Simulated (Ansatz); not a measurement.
## Worked example: vertical ionisation energy of C8H18 (3-methylheptane)

The species is C8H18 (26 atoms), meant as a singlet with charge 0. As SMILES, `CCCCC(C)CC`. The shape is that of a PBE0-D4/def2-TZVP optimisation. This is one conformer, not always the lowest.

```xyz
26

C    -1.2850   -1.6751   -2.1088
C    -0.0736   -1.9078   -1.2210
C    -0.3692   -1.7948    0.2702
C    -0.9275   -0.4483    0.7194
C    -0.0932    0.7819    0.3646
C    -0.8307    2.0401    0.8013
C     1.3105    0.7070    0.9603
C     2.2267    1.8526    0.5629
H    -1.0401   -1.8321   -3.1617
H    -1.6698   -0.6569   -2.0111
H    -2.0987   -2.3597   -1.8512
H     0.3327   -2.9050   -1.4194
H     0.7201   -1.2041   -1.4957
H     0.5422   -2.0248    0.8313
H    -1.0906   -2.5728    0.5467
H    -1.9303   -0.3154    0.2985
H    -1.0661   -0.4712    1.8077
H     0.0134    0.8212   -0.7284
H    -1.8396    2.0655    0.3813
H    -0.3192    2.9504    0.4831
H    -0.9257    2.0730    1.8918
H     1.7777   -0.2344    0.6555
H     1.2260    0.6622    2.0539
H     1.8756    2.8122    0.9480
H     3.2377    1.6979    0.9466
H     2.2964    1.9385   -0.5258
```

Both states at this one shape; open shells run unrestricted unless said. 1 Eh = 27.2114 eV.

| level | program | singlet C8H18 (Eh) | doublet [C8H18]+ (Eh) | HOMO of the first (eV) |
| --- | --- | --- | --- | --- |
| BLYP/MINI | Ansatz | -312.795969 | -312.359089 | -9.31 |
| BLYP/LANL2DZ | Ansatz | -315.418035 | -315.076957 | -6.75 |
| BLYP/MIDI | Ansatz | -313.620928 | -313.274291 | -6.93 |
| BLYP/def2-mTZVP | Ansatz | -315.564254 | -315.214050 | -7.08 |

Question: Work out the vertical ionisation energy at each level.

Answer: 
1. BLYP/MINI: -312.359089 − (-312.795969) = 0.436880 Eh = 11.89 eV; −ε(HOMO) = 9.31 eV.
2. BLYP/LANL2DZ: -315.076957 − (-315.418035) = 0.341078 Eh = 9.28 eV; −ε(HOMO) = 6.75 eV.
3. BLYP/MIDI: -313.274291 − (-313.620928) = 0.346637 Eh = 9.43 eV; −ε(HOMO) = 6.93 eV.
4. BLYP/def2-mTZVP: -315.214050 − (-315.564254) = 0.350204 Eh = 9.53 eV; −ε(HOMO) = 7.08 eV.

No measured value is set beside it here; the levels span 9.28 to 11.89 eV. In semi-local functionals −ε(HOMO) lies far under the ionisation energy, a result of self-interaction, while the difference of totals does much better. Minimal sets are far from the basis-set limit.
